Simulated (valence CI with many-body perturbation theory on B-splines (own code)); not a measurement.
Ru XXXII: electric-dipole lines

Calculated by valence CI with perturbative core correlation (CI+MBPT): three valence electrons over a frozen Dirac-Fock core [Ne], radial functions for each j: 11 s, 11 p, 10 d, 8 f, 5 g, 2 h, with the one-electron correlation potential Σ1, the two-electron term Σ2, the three-electron term Σ3, Breit, model QED; selected CI, second order for the rest, scaled by the run's own slope (own B-spline code, finite nucleus).

No measured spectrum was set against this ion. As an estimate, large intervals hold to a few tenths of a per cent, small ones and those within an open d or f shell to about a per cent.

Lines 101 to 150 of 577 in falling wavelength, among levels below 65.216 Ry, chosen from the strongest by gf and those to the six lowest levels. Wavelengths and rates use the calculated energies. Electric multipoles are in the length gauge with retardation, E1 and E2 with the static RPA response of the core. Weak lines are less certain than strong ones. Lines between different terms over intervals too small for the method are left out, as are lines whose strength nearly cancels. Where a level lies close to another of its J and parity, the split of strength between their lines is uncertain. The highest levels of a list are the least certain.

Names give the largest LS component (configuration and term), which can be under half, so a name can repeat, a term be missing and a line seem to break the LS rules; names also repeat where a configuration has a term twice. Letters in brackets count levels of one name in rising energy.

```csv
λ vac (Å),Upper,Lower,A (s⁻¹),S (a.u.)
116.3,3p 3d2 2G°_7/2,3p2 3d 2F_5/2 [b],5.09e+10,3.16e-01
116.3,3d3 2P_3/2,3p 3d2 2P°_3/2 [b],2.59e+10,8.03e-02
116.1,3p2 3d 2F_5/2 [b],3s 3p 3d 4P°_3/2,1.94e+10,9.00e-02
116.0,3d3 2D_3/2 [b],3p 3d2 2P°_3/2 [c],2.69e+10,8.29e-02
116.0,3p2 3d 2D_5/2 [c],3s 3p 3d 2P°_3/2 [b],4.39e+10,2.03e-01
115.9,3p 3d2 4F°_9/2,3s 3d2 4F_7/2,2.48e+10,1.91e-01
115.7,3d3 2D_5/2 [b],3p 3d2 2P°_3/2 [c],5.55e+10,2.54e-01
115.6,3p 3d2 4D°_7/2 [b],3s 3d2 4F_9/2,8.76e+09,5.34e-02
115.4,3s 3p 3d 4D°_3/2,3s 3p2 2D_3/2,4.61e+09,1.40e-02
115.4,3p 3d2 4G°_11/2,3p2 3d 4F_9/2 [b],1.58e+10,1.44e-01
115.3,3p 3d2 4F°_7/2,3s 3d2 4F_7/2,9.57e+09,5.80e-02
115.2,3s 3p 3d 4D°_1/2,3s 3p2 2D_3/2,2.17e+08,3.27e-04
114.6,3p 3d2 4P°_5/2,3p2 3d 2P_3/2 [b],1.80e+10,8.03e-02
114.5,3p2 3d 2F_7/2 [b],3s 3p 3d 2F°_7/2 [a],5.11e+10,3.03e-01
114.5,3p 3d2 2F°_7/2 [c],3s 3d2 2F_7/2,3.11e+10,1.84e-01
114.1,3s 3p 3d 4P°_5/2,3s 3p2 2D_3/2,5.10e+08,2.24e-03
114.1,3p2 3d 4F_7/2,3s 3p 3d 4F°_7/2,9.20e+09,5.39e-02
113.8,3d3 2F_7/2,3p 3d2 2F°_5/2 [c],8.40e+09,4.89e-02
113.8,3d3 4F_5/2,3p 3d2 4D°_3/2 [b],1.60e+10,6.97e-02
113.8,3d3 2F_5/2,3p 3d2 2F°_5/2 [c],1.14e+10,4.97e-02
113.6,3p 3d2 2D°_3/2 [b],3s 3d2 2D_3/2,2.96e+10,8.59e-02
113.5,3p 3d2 4P°_5/2,3s 3d2 4P_3/2,9.75e+09,4.22e-02
113.4,3p 3d2 2F°_7/2 [b],3s 3d2 2F_5/2,3.99e+10,2.30e-01
113.3,3d3 2H_9/2,3p 3d2 2F°_7/2 [a],1.91e+10,1.37e-01
113.2,3p 3d2 4F°_7/2,3s 3d2 4F_5/2 [b],1.79e+10,1.03e-01
113.2,3d3 2G_7/2,3p 3d2 2F°_7/2 [a],9.72e+09,5.56e-02
113.0,3p 3d2 2P°_1/2 [c],3s 3d2 2D_3/2,3.21e+10,4.57e-02
112.7,3s 3p 3d 4F°_3/2,3s 3p2 4P_3/2,1.57e+08,4.45e-04
112.2,3p2 3d 2F_5/2 [b],3s 3p 3d 2D°_3/2 [a],5.11e+10,2.14e-01
112.1,3s 3d2 2D_3/2,3s 3p 3d 2P°_1/2 [a],3.68e+10,1.02e-01
112.1,3d3 2D_5/2 [a],3p 3d2 2D°_5/2 [b],5.40e+10,2.25e-01
111.9,3p 3d2 2P°_3/2 [c],3s 3d2 2P_3/2,1.07e+11,2.95e-01
111.6,3d3 2D_3/2 [a],3p 3d2 2D°_3/2 [b],2.05e+10,5.63e-02
111.6,3p 3d2 2F°_5/2 [b],3s 3d2 4P_5/2,1.04e+10,4.27e-02
111.6,3p 3d2 4D°_7/2 [b],3s 3d2 4F_7/2,1.69e+10,9.30e-02
111.5,3p 3d2 2P°_3/2 [c],3s 3d2 2S_1/2,3.09e+10,8.46e-02
111.3,3p 3d2 4G°_9/2,3p2 3d 4F_9/2 [a],1.47e+10,1.00e-01
111.2,3s 3p 3d 2D°_3/2 [b],3s2 3d 2D_3/2,4.87e+10,1.32e-01
111.2,3p 3d2 2D°_5/2 [c],3s 3d2 2F_7/2,4.53e+10,1.84e-01
111.1,3p 3d2 2F°_5/2 [c],3p2 3d 2D_3/2 [b],6.95e+10,2.82e-01
111.1,3s 3p 3d 2F°_5/2 [b],3s 3p2 2P_3/2,2.45e+10,9.95e-02
111.0,3p2 3d 4D_7/2,3s 3p 3d 4D°_7/2,2.04e+10,1.10e-01
110.7,3s 3d2 2F_5/2,3s 3p 3d 2F°_7/2 [b],1.57e+10,6.33e-02
110.7,3s 3p 3d 4F°_5/2 [b],3s 3p2 4P_5/2,6.70e+09,2.69e-02
110.6,3d3 2F_7/2,3p 3d2 2G°_9/2 [b],1.69e+10,9.05e-02
110.5,3s 3p 3d 2F°_7/2 [b],3s2 3d 2D_5/2,1.17e+11,6.21e-01
110.4,3p 3d2 2P°_1/2 [d],3s 3d2 2P_1/2,2.74e+10,3.63e-02
110.2,3p 3d2 2G°_9/2 [b],3s 3d2 2G_9/2,2.63e+10,1.74e-01
110.1,3p2 3d 2P_3/2 [b],3s 3p 3d 2D°_3/2 [b],1.55e+10,4.09e-02
110.1,3p 3d2 2D°_5/2 [b],3s 3d2 2F_5/2,9.96e+09,3.93e-02
```
